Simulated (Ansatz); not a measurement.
The cluster As6Se. Total charge 0; singlet. Geometry r2SCAN-D4/def2-SVP.

```xyz
7

As   -0.484   -0.651   -1.944
As    1.835    0.607    0.176
As   -1.583    1.149    1.065
As    1.671   -1.250   -1.350
As   -0.127    1.554   -0.989
As    0.229   -0.156    2.076
Se   -1.542   -1.253    0.965
```

LC-ωPBE has ω = 0.4 bohr⁻¹. The restricted singlet is unstable towards broken spin symmetry in Hartree–Fock (as tested in another run); at PBE-D4/def2-TZVP, BLYP-D4/def2-TZVP, r2SCAN-D4/def2-TZVP, PBE0-D4/def2-TZVP and others this wasn't settled. Another isomer (singlet) lies 0.93 eV lower at PBE0-D4/def2-TZVP; other spin states weren't run for this one.

**Question.** Estimate the orbital energies around the gap (eV) in Ansatz with PBE-D4/def2-TZVP, BLYP-D4/def2-TZVP, r2SCAN-D4/def2-TZVP, PBE0-D4/def2-TZVP, LC-ωPBE/def2-TZVP.

**Answer.** 
| orbital | PBE-D4/def2-TZVP | BLYP-D4/def2-TZVP | r2SCAN-D4/def2-TZVP | PBE0-D4/def2-TZVP | LC-ωPBE/def2-TZVP |
| --- | --- | --- | --- | --- | --- |
| HOMO−5 | -6.96 | -6.71 | -7.30 | -7.97 | -10.33 |
| HOMO−4 | -6.45 | -6.20 | -6.75 | -7.37 | -9.62 |
| HOMO−3 | -6.06 | -5.82 | -6.35 | -6.99 | -9.27 |
| HOMO−2 | -5.88 | -5.64 | -6.16 | -6.79 | -9.03 |
| HOMO−1 | -5.59 | -5.37 | -5.86 | -6.52 | -8.81 |
| HOMO | -5.46 | -5.24 | -5.72 | -6.34 | -8.52 |
| LUMO | -3.44 | -3.24 | -3.53 | -2.90 | -1.22 |
| LUMO+1 | -2.95 | -2.77 | -2.97 | -2.29 | -0.38 |
| LUMO+2 | -2.72 | -2.55 | -2.68 | -2.03 | -0.10 |
| LUMO+3 | -2.48 | -2.31 | -2.45 | -1.83 | 0.05 |
| LUMO+4 | -2.31 | -2.13 | -2.25 | -1.59 | 0.41 |
| LUMO+5 | -1.53 | -1.37 | -1.44 | -0.75 | 1.34 |
